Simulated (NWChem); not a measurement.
SiH₂O₂BrCl; SMILES O[Si](Cl)(Br)O

```xyz
7

O     -1.2357    -0.9992     1.3788
Si    -0.4179    -0.5870     0.0041
O     -1.4119    -0.8244    -1.3031
Cl     1.2512    -1.7861    -0.0411
Br     0.2573     1.5470     0.0198
H     -2.1124    -0.5845     1.4711
H     -1.1319    -0.3904    -2.1288
```
Atoms are numbered in this order, from 1.

All runs: NWChem. Medium grid unless said otherwise, to which SCAN and Minnesota functionals are sensitive. Structure relaxed at the PBE-D3(BJ)/def2-SVP level. B3LYP is NWChem's, with the RPA form of VWN correlation. Total energies of different functionals are on different scales.

| level | energy (Ha) | highest occupied level (eV) | orbital gap (eV) | dipole (D) |
|---|---|---|---|---|
| B3LYP/def2-SVP | -3475.0817 | -8.23 | 8.08 | 2.18 |
| PBE/def2-SVP | -3474.1459 | -7.14 | 6.28 | 2.15 |
| r2SCAN0/def2-SVP | -3474.8670 | -8.89 | 9.18 | 2.29 |
| TPSSh/def2-SVP | -3474.9699 | -7.89 | 7.56 | 2.24 |
| M06/def2-SVP | -3474.8439 | -8.61 | 8.53 | 2.16 |
| r2SCAN/def2-SVP | -3474.8994 | -7.61 | 7.07 | 2.26 |
| LC-BLYP (range parameter 0.33 per bohr)/def2-SVP | -3473.9908 | ? | ? | 2.23 |

What belongs in the gaps?


- LC-BLYP (range parameter 0.33 per bohr)/def2-SVP, highest occupied level (eV): -10.74
- LC-BLYP (range parameter 0.33 per bohr)/def2-SVP, orbital gap (eV): 12.84
